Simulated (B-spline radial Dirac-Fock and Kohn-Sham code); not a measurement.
# What relativity does to the binding energies of Eu³⁺

System: Eu³⁺ in the configuration [Xe] 4f6.

Both columns are ΔSCF binding energies of the configuration average from a B-spline atomic structure program: non-relativistic Hartree-Fock with a point nucleus, and Dirac-Fock with a finite nucleus and the Coulomb interaction alone, averaged over the two j levels with weights 2j+1.

```
shell  Hartree-Fock (eV)  Dirac-Fock (eV)  shift (eV)  shift (%)
   1s            45970.1          48760.2    +2790.13      +6.07
   2s             7404.6           8120.1     +715.55      +9.66
   2p             7021.3           7247.5     +226.21      +3.22
   3s             1683.5           1850.4     +166.93      +9.92
   3p             1513.0           1571.3      +58.25      +3.85
   3d             1198.7           1184.8      -13.91      -1.16
   4s              373.5            412.2      +38.73     +10.37
   4p              305.6            317.8      +12.16      +3.98
   4d              184.0            180.3       -3.69      -2.01
   4f              43.70            38.98       -4.72     -10.81
   5s              76.63            82.69       +6.07      +7.92
   5p              55.26            56.46       +1.20      +2.18
```

Relativity binds 1s, 2s, 2p, 3s, 3p, 4s, 4p, 5s, 5p more strongly, among those listed most of all 4s in relative terms, and 3d, 4d, 4f more weakly, because the contracted s and p shells screen the nucleus better.

Values without a named source are computed, but for edge energies of neutral atoms, which are taken from tables.
